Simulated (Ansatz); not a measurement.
BeAl, multiplicity 2 (lowest of 2S+1 = 2, 4 at CCSD(T)/def2-TZVPP on PBE0 minima; our sources give no spin for the ground state, which may be another), most abundant isotopes (9.0122 and 26.9815 u). Constants from fifth-degree fits in 1/R to seven points on the lowest solution found; no spin–orbit coupling, no relativity up to Kr; ω_e x_e and α_e move by some per cent with the fit.

Correlated levels freeze the inner cores; with def2 sets outer-core shells near the valence are correlated too.

Run with Ansatz (an electronic-structure program) with Gaussian orbitals. Each number belongs to the level named beside it.

| level | r_e (Å) | ω_e (cm⁻¹) | ω_e x_e (cm⁻¹) | α_e (cm⁻¹) |
|---|---|---|---|---|
| PBE/def2-TZVPP | 2.4168 | 403.7 | 4.36 | 0.00574 |
| CCSD(T)/def2-QZVPP | 2.4194 | 386.8 | 6.63 | 0.00716 |

D_e from total energies of the atoms and the molecule: 0.94 eV at PBE/def2-TZVPP; 0.54 eV at CCSD(T)/def2-QZVPP.

Derive the rotational constants, the centrifugal constant, the fundamental, the zero-point energy and the force constant, and test the Morse rule for the well depth.


μ = 6.75569 u.
- PBE/def2-TZVPP: B_e = 16.8576/(μ r_e²) = 0.42720 cm⁻¹; B₀ = B_e − α_e/2 = 0.42433 cm⁻¹; D = 4B_e³/ω_e² = 1.91e-06 cm⁻¹; fundamental ω_e − 2ω_e x_e = 395 cm⁻¹; zero-point energy ω_e/2 − ω_e x_e/4 = 201 cm⁻¹; k = μ(2πcω_e)² = 64.9 N/m; a Morse well would hold ω_e²/(4ω_e x_e) = 1.16 eV against the computed D_e of 0.94 eV
- CCSD(T)/def2-QZVPP: B_e = 16.8576/(μ r_e²) = 0.42631 cm⁻¹; B₀ = B_e − α_e/2 = 0.42273 cm⁻¹; D = 4B_e³/ω_e² = 2.07e-06 cm⁻¹; fundamental ω_e − 2ω_e x_e = 374 cm⁻¹; zero-point energy ω_e/2 − ω_e x_e/4 = 192 cm⁻¹; k = μ(2πcω_e)² = 59.5 N/m; a Morse well would hold ω_e²/(4ω_e x_e) = 0.70 eV against the computed D_e of 0.54 eV
